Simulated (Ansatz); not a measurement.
SiB7, relaxed as a doublet with UKS PBE-D4/def2-SVP in Ansatz, starting from the GFN1-xTB geometry. Force threshold 0.02 eV/Å.

The relaxation made no stability test and no search for a lower SCF solution. Another isomer (doublet) lies 0.24 eV lower at PBE0-D4/def2-TZVP; other spin states weren't run for this one.

Start:

```xyz
8

B    -0.155   -0.975    2.153
B    -1.218    0.089    2.242
B     0.463   -0.599    0.777
B    -1.172    0.469    0.747
B     1.008   -0.212   -0.660
B    -0.853    0.637   -0.777
B     0.043    0.449   -2.023
Si    1.883    0.142   -2.460
```

| step | energy (eV) | largest force component (eV/Å) | SCF passes |
| --- | --- | --- | --- |
| 1 | -12586.0859 | 2.266 | 27 |
| 2 | -12586.4214 | 1.241 | 34 |
| 3 | -12586.7894 | 1.190 | 34 |
| 4 | -12587.0905 | 1.925 | 33 |
| 5 | -12587.3571 | 1.114 | 32 |
| 6 | -12587.4293 | 0.504 | 31 |
| 7 (rejected) | -12587.4273 | 0.801 | 32 |
| 8 | -12587.4793 | 0.156 | 30 |
| 9 | -12587.4900 | 0.163 | 27 |
| 10 | -12587.4933 | 0.034 | 27 |
| 11 | -12587.4935 | 0.009 | 28 |

Force components are those of the run's own axes.

End:

```xyz
8

B    -0.2402   -0.6585    2.0754
B    -1.5895   -0.0294    2.4818
B     0.4288   -0.4900    0.6223
B    -1.1346    0.2928    0.9521
B     1.0290   -0.2639   -0.8711
B    -0.4963    0.4922   -0.5321
B     0.1946    0.6510   -1.9858
Si    1.8082    0.0057   -2.7426
```

Bonds formed: B1–B4, B3–B6 (atoms count from 1).

No frequencies were taken in this run, so the end may be a saddle point.

Run time 17 s (4 threads of Arm Neoverse V1 on a shared host).
